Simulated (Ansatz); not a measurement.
Ideal-gas functions of FH5InNSi (`N[SiH2][InH][F]`) at 800 K and 1 bar, from an Ansatz frequency run at PBE0-D4/def2-TZVP.

Molar mass 180.95 g/mol, point group C1 (symmetry number 1), electronic degeneracy 1, moments of inertia 102.002, 269.571, 364.482 u Å². Harmonic wavenumbers (cm⁻¹, unscaled): 40, 89, 175, 236, 305, 349, 376, 475, 495, 540, 720, 735, 876, 910, 986, 1577, 1846, 2165, 2197, 3586, 3697.

Use S(trans) = R[1.5 ln M + 2.5 ln T − 1.1517]; rotational temperatures θ = 24.2544 K / I; S(rot) = R[ln(√π/σ · √(T³/θAθBθC)) + 1.5]; for each mode x = 1.438777 ν̃/T, S = R[x/(eˣ − 1) − ln(1 − e⁻ˣ)] and H = RT x/(eˣ − 1); 1 cm⁻¹ = 0.0119627 kJ/mol; R = 8.31446 J/(mol·K).

Question: By hand: the entropy, in J/(mol·K).

Answer: Translation 194.2. Rotation: θ = 0.2378, 0.09, 0.0665 K, giving 127.8. Vibration, mode by mode: 30.20, 23.56, 17.96, 15.50, 13.41, 12.32, 11.72, 9.87, 9.55, 8.88, 6.72, 6.57, 5.34, 5.09, 4.56, 1.97, 1.34, 0.84, 0.81, 0.10, 0.08, in all 186.4. Electronic 0.0. Sum 508.4 J/(mol·K).

Question: By hand: H − E and G − E in kJ/mol, counted from the electronic energy.

Answer: Zero-point energy ½ × 22375 × 0.0119627 = 133.8; thermal vibration 67.7; translation, rotation and pV give 4 RT = 26.6. H − E = 228.1 kJ/mol, and G − E = 228.1 − 800 × 508.4/1000 = -178.6 kJ/mol.

Vibration gives 37 % of the entropy, 53.8 J/(mol·K) of it from the modes under 150 cm⁻¹: soft modes count most, and the harmonic formula is weakest for them. The sum counts one conformer and one mirror image; others add a mixing term.
